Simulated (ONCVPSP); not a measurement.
## Wu-Cohen ONCV dataset for O (Z = 8), scalar-relativistic all-electron reference.

ONCVPSP 4.0.1 input, shortened (lines: element, Z, core and valence counts, functional; n l f; lmax; l rc ep ncon nbas qcut; lloc lpopt rc5 dvloc0; l nproj debl; icmod fcfact rcfact), Wu-Cohen, scalar-relativistic:

```
  O 8.00    1    2  -118130      upf
    1    0    2.00
    2    0    2.00
    2    1    4.00
    1
    0    0.75    0.00    4    9   10.60
    1    1.35    0.00    4    7    8.20
    4    5    0.50    6.00
    0    1    0.60
    1    2    3.90
    2    0.65    0.60
```

What the tests gave:

```
Cutoffs needed             : 43 Ha and 54 Ha (the cutoffs (Ha) at which the residual kinetic energy of the hardest occupied pseudo-wave falls to 1 and 0.1 mHa per electron)
Ghost test                 : no bound ghost flagged; no localised positive-energy state flagged
Largest excitation error   : +688 meV (all-electron minus pseudo) for 2s2 2p1, out of 4 test configurations
rms error of d²Exc/dni dnj : 2.05 mHa without and 1.61 mHa with the model core
```

Generation and tests took about 3.2 s on one core of a shared server CPU.
